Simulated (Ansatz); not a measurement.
(AgBr)n off: PBE0-D4/def2-SVP single points in Ansatz on relaxed structures, gas phase. Each cluster is the lowest isomer that a short search found in that spin, judged at the geometry's level, and lower ones may exist. Core potentials for Ag, no spin–orbit coupling. HOMO and LUMO are taken over both spins. Binding counts from free atoms in the multiplicity of their measured ground term, without zero-point energy. The structures are stationary points that may keep the symmetry of their start. Remarks come from the PBE and PBE0 runs and from stability tests at other levels; not every state was tested. HOMO above LUMO (over both spins in singlets and doublets, within one spin in higher multiplets; at PBE or PBE0), or a gap under 0.15 eV within one spin, warns that the state may not be the lowest or that an electron is smeared out.

| species | atoms | state | geometry | HOMO (eV) | LUMO (eV) | gap (eV) | binding per atom (eV) | point group (within 0.1 Å) | remarks |
| --- | --- | --- | --- | --- | --- | --- | --- | --- | --- |
| AgBr2 | 3 | doublet | B3LYP-D4/def2-TZVP | -8.02 | -6.50 | 1.52 | 1.46 | D∞h | HOMO above LUMO, gap within one spin near zero |
| Ag3Br2 | 5 | doublet | PBE0-D4/def2-SVP | -5.87 | -3.78 | 2.09 | 1.81 | C2v | – |

Task: Estimate the rows for Ag2Br (doublet, r2SCAN-D4/def2-TZVP geometry).

Result: 
```csv
species,atoms,state,geometry,HOMO (eV),LUMO (eV),gap (eV),binding per atom (eV),point group (within 0.1 Å)
Ag2Br,3,doublet,r2SCAN-D4/def2-TZVP,-6.39,-4.32,2.06,1.19,Cs
```

The gap (eV) runs from 1.52 (AgBr2) to 2.09 (Ag3Br2). The binding per atom (eV) runs from 1.19 (Ag2Br) to 1.81 (Ag3Br2).
